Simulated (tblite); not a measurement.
A geometry optimisation, step by step.

C6H9NO2Si.
Numbering: `[O:1]=[C:2]([CH2:3][O:4][SiH3:5])[n:6]1[cH:7][cH:8][cH:9][cH:10]1` (hydrogens: H11, H12 on C3; H13, H14, H15 on Si5; H16 on C7; H17 on C8; H18 on C9; H19 on C10)

Computed with GFN2-xTB (tblite), gas phase: L-BFGS steps from a force-field or distance-geometry start until the largest atomic force falls under 0.01 eV/Å. 7 of its 141 geometries are shown.

Step 0: E = -822.6600 eV, largest atomic force 4.279 eV/Å
```
atom  x, y, z in Å  |  force x, y, z in eV/Å
O1     -0.225   -1.682   -1.893    0.294   2.620   2.833
C2     -0.033   -0.851   -0.946   -2.077  -2.379  -2.888
C3      1.359   -0.750   -0.447    0.082  -0.622  -0.054
O4      1.579    0.139    0.562    2.478   0.745   1.237
Si5     3.260    0.093    0.984   -0.670   1.016  -0.140
N6     -1.147   -0.132   -0.442    2.199  -0.974  -0.540
C7     -2.384   -0.277   -0.935   -2.824   0.027  -0.658
C8     -3.243    0.556   -0.246   -1.578  -1.117  -1.640
C9     -2.514    1.235    0.696    1.355   0.310   0.707
C10    -1.221    0.782    0.547    0.153   1.742   1.909
H11     1.655   -1.764   -0.069   -0.307   0.286  -0.684
H12     1.999   -0.495   -1.320   -0.357  -0.375   0.125
H13     3.982   -0.094   -0.283   -0.036  -0.060   0.050
H14     3.718    1.405    1.495   -0.567  -0.389  -0.044
H15     3.593   -1.004    1.879   -0.243  -0.114   0.063
H16    -2.738   -0.928   -1.722    0.762  -0.007   0.145
H17    -4.326    0.662   -0.416    0.865  -0.192   0.009
H18    -2.911    1.958    1.385    0.313  -0.055   0.027
H19    -0.413    1.154    1.164    0.160  -0.463  -0.458
```

Step 23: E = -823.5311 eV, largest atomic force 0.177 eV/Å
```
atom  x, y, z in Å  |  force x, y, z in eV/Å
O1     -0.398   -1.666   -1.899    0.150  -0.016   0.014
C2     -0.120   -0.896   -1.006    0.002   0.042  -0.004
C3      1.338   -0.850   -0.554   -0.061  -0.041  -0.009
O4      1.757    0.126    0.343   -0.051  -0.081  -0.049
Si5     3.258    0.201    0.992   -0.151   0.064  -0.067
N6     -1.118   -0.134   -0.436   -0.072  -0.035  -0.038
C7     -2.415   -0.257   -0.913   -0.087   0.049   0.000
C8     -3.220    0.575   -0.215   -0.011   0.088   0.085
C9     -2.407    1.248    0.738    0.131  -0.001   0.047
C10    -1.136    0.798    0.584    0.126  -0.064  -0.045
H11     1.532   -1.854   -0.147    0.002   0.015   0.010
H12     1.919   -0.777   -1.486   -0.023  -0.008   0.054
H13     4.286    0.095   -0.049   -0.041   0.123  -0.014
H14     3.103    1.493    1.638    0.063  -0.026   0.001
H15     3.507   -0.920    1.898   -0.078  -0.033   0.077
H16    -2.638   -0.930   -1.714    0.044  -0.040  -0.026
H17    -4.272    0.715   -0.342   -0.080  -0.027  -0.047
H18    -2.738    1.978    1.449    0.001   0.005   0.011
H19    -0.247    1.063    1.113    0.135  -0.015   0.002
```

Step 47: E = -823.5975 eV, largest atomic force 0.030 eV/Å
```
atom  x, y, z in Å  |  force x, y, z in eV/Å
O1     -0.416   -1.718   -1.994   -0.002   0.017  -0.007
C2     -0.128   -0.962   -1.094    0.009  -0.016   0.001
C3      1.319   -0.937   -0.612    0.005  -0.009   0.005
O4      1.703    0.113    0.207    0.004  -0.004  -0.007
Si5     3.104    0.295    1.018    0.001   0.014  -0.012
N6     -1.091   -0.182   -0.494    0.011   0.006   0.000
C7     -2.414   -0.234   -0.904    0.011   0.000   0.002
C8     -3.138    0.621   -0.146   -0.013   0.001  -0.006
C9     -2.241    1.237    0.773   -0.004  -0.007  -0.007
C10    -1.006    0.729    0.541    0.010  -0.001   0.005
H11     1.475   -1.900   -0.102   -0.010  -0.004   0.011
H12     1.937   -0.960   -1.520   -0.001   0.003   0.005
H13     4.237    0.389    0.097    0.001   0.001  -0.010
H14     2.791    1.536    1.705   -0.002  -0.007  -0.005
H15     3.317   -0.849    1.908    0.002   0.001   0.014
H16    -2.695   -0.889   -1.703   -0.008   0.006  -0.001
H17    -4.191    0.805   -0.221   -0.029   0.006  -0.003
H18    -2.498    1.968    1.514   -0.004  -0.006   0.000
H19    -0.076    0.947    1.018    0.017  -0.002   0.014
```

Step 70: E = -823.6099 eV, largest atomic force 0.096 eV/Å
```
atom  x, y, z in Å  |  force x, y, z in eV/Å
O1     -0.336   -1.475   -2.177    0.077  -0.045   0.035
C2     -0.101   -0.897   -1.141   -0.018   0.035   0.001
C3      1.278   -1.023   -0.496   -0.050  -0.007  -0.011
O4      1.685    0.061    0.268    0.031  -0.030  -0.016
Si5     3.142    0.351    0.934    0.010   0.000  -0.004
N6     -1.088   -0.181   -0.497    0.004  -0.006   0.035
C7     -2.391   -0.169   -0.967    0.023   0.016  -0.030
C8     -3.134    0.638   -0.175   -0.004  -0.023  -0.035
C9     -2.268    1.157    0.831   -0.035  -0.013  -0.030
C10    -1.035    0.633    0.617   -0.012   0.032   0.021
H11     1.234   -1.936    0.120    0.030   0.051   0.006
H12     1.990   -1.212   -1.311   -0.051  -0.019   0.016
H13     4.182    0.359   -0.095    0.011   0.000   0.003
H14     2.848    1.654    1.507    0.001  -0.004   0.002
H15     3.477   -0.670    1.933   -0.023   0.012  -0.029
H16    -2.648   -0.758   -1.825   -0.014   0.033  -0.007
H17    -4.180    0.843   -0.293    0.015   0.032   0.057
H18    -2.543    1.844    1.609    0.013  -0.059  -0.012
H19    -0.122    0.789    1.152   -0.008  -0.006  -0.003
```

Step 93: E = -823.6452 eV, largest atomic force 0.094 eV/Å
```
atom  x, y, z in Å  |  force x, y, z in eV/Å
O1     -0.125   -1.264   -2.247   -0.002   0.045   0.082
C2     -0.044   -0.828   -1.124   -0.011  -0.061  -0.032
C3      1.181   -1.083   -0.248    0.012  -0.033   0.041
O4      1.721    0.091    0.268   -0.003   0.016  -0.024
Si5     3.247    0.433    0.719   -0.014  -0.063  -0.016
N6     -1.076   -0.138   -0.531   -0.010   0.005   0.000
C7     -2.315    0.028   -1.120   -0.035  -0.012  -0.049
C8     -3.129    0.675   -0.253    0.006   0.007  -0.001
C9     -2.366    0.940    0.920   -0.038  -0.003   0.024
C10    -1.125    0.429    0.726   -0.010   0.036   0.027
H11     0.873   -1.745    0.578    0.016   0.018  -0.026
H12     1.902   -1.626   -0.867    0.064   0.024  -0.006
H13     4.173    0.242   -0.398   -0.008   0.009   0.008
H14     3.032    1.813    1.115    0.004   0.006  -0.003
H15     3.675   -0.438    1.821   -0.025   0.022  -0.021
H16    -2.496   -0.351   -2.104    0.017  -0.032  -0.067
H17    -4.156    0.932   -0.420    0.015   0.033   0.026
H18    -2.717    1.443    1.799    0.006   0.012   0.009
H19    -0.264    0.458    1.359    0.017  -0.029   0.026
```

Step 117: E = -823.6543 eV, largest atomic force 0.034 eV/Å
```
atom  x, y, z in Å  |  force x, y, z in eV/Å
O1     -0.184   -1.371   -2.213    0.002   0.009   0.018
C2     -0.069   -0.895   -1.109   -0.008  -0.031  -0.012
C3      1.206   -1.077   -0.288   -0.008  -0.011   0.001
O4      1.702    0.135    0.187    0.020  -0.017   0.019
Si5     3.205    0.465    0.718   -0.023  -0.001   0.022
N6     -1.091   -0.200   -0.506    0.004   0.009  -0.005
C7     -2.312    0.029   -1.114    0.004   0.012   0.021
C8     -3.098    0.724   -0.258    0.020   0.015   0.011
C9     -2.342    0.941    0.930    0.006   0.014   0.001
C10    -1.128    0.365    0.753    0.004   0.008  -0.001
H11     0.980   -1.747    0.555   -0.002   0.004  -0.009
H12     1.933   -1.579   -0.935    0.016   0.004  -0.013
H13     4.187    0.293   -0.352    0.003  -0.005  -0.012
H14     2.979    1.838    1.132   -0.002   0.000  -0.013
H15     3.570   -0.432    1.822   -0.011   0.020  -0.010
H16    -2.493   -0.337   -2.104    0.009  -0.002  -0.006
H17    -4.102    1.056   -0.437   -0.006  -0.004   0.003
H18    -2.671    1.469    1.804   -0.022  -0.018  -0.010
H19    -0.282    0.331    1.407   -0.004  -0.007  -0.005
```

Step 140: E = -823.6580 eV, largest atomic force 0.008 eV/Å
```
atom  x, y, z in Å  |  force x, y, z in eV/Å
O1     -0.191   -1.393   -2.206   -0.001  -0.008  -0.001
C2     -0.071   -0.929   -1.098   -0.002   0.002   0.001
C3      1.204   -1.115   -0.279    0.000   0.004   0.001
O4      1.675    0.102    0.203    0.000   0.001  -0.002
Si5     3.173    0.502    0.694    0.003   0.001   0.002
N6     -1.083   -0.217   -0.493   -0.003   0.001  -0.002
C7     -2.276    0.083   -1.125   -0.001   0.006  -0.003
C8     -3.060    0.774   -0.265   -0.003  -0.004   0.003
C9     -2.334    0.910    0.953    0.002   0.003   0.000
C10    -1.136    0.297    0.786    0.001  -0.002   0.002
H11     0.989   -1.797    0.556   -0.004  -0.004   0.002
H12     1.939   -1.597   -0.933    0.003   0.000  -0.003
H13     4.149    0.278   -0.373    0.000  -0.001  -0.002
H14     2.916    1.895    1.009    0.003   0.000   0.001
H15     3.568   -0.305    1.853    0.000   0.001   0.004
H16    -2.437   -0.235   -2.136   -0.001   0.002  -0.002
H17    -4.044    1.152   -0.459    0.001  -0.003   0.002
H18    -2.677    1.406    1.840   -0.002   0.000  -0.002
H19    -0.316    0.197    1.466    0.004  -0.001   0.000
```

Task: Summarise the path.

Result: The energy falls by 0.9979 eV from step 0 to step 140; nine tenths of that is first reached at step 29. It falls at every step. The largest force goes from 4.279 to 0.008 eV/Å. Among the bonds O4–Si5 changes most, from 1.733 to 1.626 Å; the atoms move by 0.655 Å rms after alignment.

What follows is the cost of the whole relaxation. On Arm Neoverse V1, one thread, shared host with 32 logical CPUs at a one-minute load of 28, this took 1.2 s wall.
